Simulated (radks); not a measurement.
Results of a calculation; reference values are marked as such.
Spherical quantum dot in the effective-mass picture: electrons in a parabolic well V = omega^2 r^2 / 2 with omega = 0.687, with a point charge +1 (a donor) at the centre, all in effective atomic units (hartree* = m*/eps^2 hartree, bohr* = eps/m* bohr), one dielectric constant everywhere. Level of theory: non-relativistic Kohn-Sham, exchange-only LDA, spin-polarised, spherical densities (a radial shooting solver with Libxc functionals). Levels are named by radial order and angular momentum (1s, 1p, 1d, 2s, ...), and open shells are averaged over m.

N = 14, configuration 1s2 1p6 1d(up 4, down 0) 2s2. This is the lowest configuration that the search found. Occupied and some empty levels:

level,occupation,eigenvalue (hartree*),<r> (bohr*)
1s up,1,5.8674,1.665
1s down,1,5.9134,1.594
1p up,3,6.3039,2.397
1p down,3,6.3821,2.375
2s up,1,6.6239,2.284
2s down,1,6.6810,2.328
1d up,4,6.7011,2.752
1d down,0,6.7859,2.754
1f up,0,7.1346,3.025
1f down,0,7.2185,3.039
2p up,0,7.2495,2.671
2p down,0,7.3045,2.681
1g up,0,7.6024,3.260
1g down,0,7.6820,3.280

Energy (hartree*): total 54.6015, kinetic 8.7792, external 13.459, Hartree 36.838, exchange-correlation -4.4741.
